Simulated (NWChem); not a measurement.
Molecule: C3F3, doublet; SMILES FC(F)(C#[C])F

```xyz
6

C      0.0000     0.0000     2.4133
C      0.0000     0.0000     1.2030
C      0.0000     0.0000    -0.2698
F      0.1291    -1.2361    -0.7425
F     -1.1351     0.5063    -0.7425
F      1.0060     0.7299    -0.7425
```
Atoms are numbered in this order, from 1.

Level: PBE0/def2-SVP, spin-unrestricted (NWChem), optimised geometry, unscaled harmonic frequencies. In the optimisation the excess spin sits in a (C3, its own frame).

| frequency (cm⁻¹) | IR intensity (km/mol) |
|---|---|
| 171 | 0.1 |
| 171 | 0.1 |
| 452 | 0.5 |
| 452 | 0.5 |
| 554 | 11.2 |
| 611 | 1.1 |
| 611 | 1.1 |
| 842 | 2.4 |
| 1250 | 299.5 |
| 1250 | 299.5 |
| 1283 | 459.1 |
| 2298 | 22.8 |

- zero-point energy: 14.2 kcal/mol
- thermal correction to the enthalpy at 298.15 K (with zero-point energy): 18.0 kcal/mol
- heat capacity Cv: 16.7 cal/(mol K)
- dipole moment: 1.29 D

Rigid rotor and harmonic oscillator.
